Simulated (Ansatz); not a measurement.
Energy needed to pull apart BH2SOF (SMILES OB(F)S), closed shell, into free ground-state atoms, from the structure below (displaced at random from a GFN2-xTB minimum); no zero-point or spin–orbit terms; open-shell atoms are treated unrestricted, in their ground-state multiplicity.

O1  (1.300, 0.655, -0.124)
B2  (0.200, 0.001, -0.014)
F3  (0.143, -1.316, 0.169)
S4  (-1.398, 0.819, -0.034)
H5  (2.113, 0.144, -0.091)
H6  (-2.142, -0.311, 0.149)
(Å)

Ansatz 0.2.0; basis: def2-TZVPP; cores frozen in the correlated methods.

```tsv
method	atomization energy (kcal/mol)
PBE-D4	592.4
r2SCAN-D4	582.8
PBE0-D4	?
CAM-B3LYP-D4	580.2
wB97X-V	578.1
wB97M-V	581.7
HF	421.0
MP2	581.7
CCSD	?
CCSD(T)	560.5
```

Q: What does PBE0-D4 give? (An estimate is asked for; the value comes from the calculation.)

A: Computed: 577.4 kcal/mol, which is about 16.8 kcal/mol more than CCSD(T)/def2-TZVPP.

Q: What does CCSD give? (To be estimated.)

A: By the calculation: 550.6 kcal/mol, which is about 9.9 kcal/mol less than CCSD(T)/def2-TZVPP.

In triple zeta the MP2 and coupled-cluster atomization energies are still short of their basis limit by a few kcal/mol a bond, whereas those of the functionals are nearly converged, so these differences are not deviations from converged CCSD(T).

T1 diagnostic: at most 0.013.

For scale, one of the runs: CCSD(T)/def2-TZVPP forces, 163 basis functions (an equivalent command: `ansatz run in.yaml --threads 4`). Hardware: 4 CPU threads, shared host. Wall time 100 s; peak host memory 2.4 GiB.
